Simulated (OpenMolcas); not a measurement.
**Mo4+: effect of the IPEA shift**

| Item | Value |
| --- | --- |
| Program | OpenMolcas |
| Basis | ANO-RCC-VTZP [7s6p4d2f1g] |
| Scalar Hamiltonian | DKH2, point nucleus |
| Active space | 2 electrons in 5 orbitals (4d) |
| State averaging | 2S+1 = 3 even, 10 roots; 2S+1 = 1 even, 15 roots kept (CI in the orbitals of an earlier block) |
| Spin-orbit coupling | state interaction with AMFI integrals over the reference wave functions, term energies averaged over their components |

Methods on the same reference wave functions:
A. CASSCF
B. SS-CASPT2, IPEA 0 Eh, imaginary shift 0.1 Eh (closed shells correlated: 4s 4p)
C. SS-CASPT2, IPEA 0.25 Eh, imaginary shift 0.1 Eh (closed shells correlated: 4s 4p)

Energies in cm⁻¹ above 4d² ³F₂, the measured ground level; measured values from Sugar and Musgrove, J. Phys. Chem. Ref. Data 17, 155 (1988).

| Level | A | B | C | Measured |
| --- | --- | --- | --- | --- |
| 4d² ³F₂ | 0.0 | 0.0 | 0.0 | 0.0 |
| 4d² ³F₃ | 1488 | 1528 | 1529 | 1578 |
| 4d² ³F₄ | 3228 | 3260 | 3260 | 3357 |
| 4d² ¹D₂ | 12756 | 10070 | 10060 | 10190 |
| 4d² ³P₀ | 13829 | 11430 | 11770 | 11161 |
| 4d² ³P₁ | 14428 | 12060 | 12400 | 11807 |
| 4d² ³P₂ | 15972 | 13530 | 13810 | 13408 |
| 4d² ¹G₄ | 19348 | 17100 | 16920 | 16354 |
| 4d² ¹S₀ | 45602 | 38180 | 38080 | 37738 |

Deviations, from unrounded energies. A percentage is the sum of absolute deviations over the sum of measured energies, with the sign that they share, or ± where signs differ.

```
                        Against measurement  Levels      A     B     C
             mean absolute deviation (cm-1)       8   2700   260   350
      fine structure of the ground term (%)       2   -4.4  -3.0  -3.0
other terms of the ground configuration (%)       6  +21.1  ±1.9  ±2.6
```

B lies closest to measurement on these levels and A furthest from it. The largest miss of B in the table is 4d² ¹G₄, by +740 cm-1. The ranking rests on the paired levels alone, and a cruder setting can come out closer through cancelling errors.

Between B and C the level of the table that moves most is 4d² ³P₁, by 340 cm-1 (lowest in B, highest in C). Moves below CASPT2's spread within the term are not significant.

The mean deviations of B to C differ by less than CASPT2's widest spread within a term (660 cm-1), so their order carries little weight.

From A to B the spin-free energies of the other terms of 4d² shown, above ³F, scale by factors of 0.75 to 0.87, as is usual when dynamic correlation screens the repulsion within a d or f shell.

The lowest spin-free term lies below A's lowest term by 0.271 hartree in B, 0.265 hartree in C.

CASPT2 breaks the degeneracy within a term, and the mean is taken; among the terms shown or strongly mixed into the levels shown the widest spread is 660 cm-1 (4d² ¹G, B). Terms from blocks run as CI alone lack orbitals of their own. Without dynamic correlation excited terms often stand tens of per cent too high (terms of higher spin than the ground term too low), and those without a measured partner can miss by more than the paired ones (holds for A). Computed and measured levels are paired by configuration, term and J; levels that our copy of the source lacks, or whose pairing is in doubt (as where it misses far off the trend of its configuration), stay unpaired and out of the deviations. Only configurations of the active space appear.
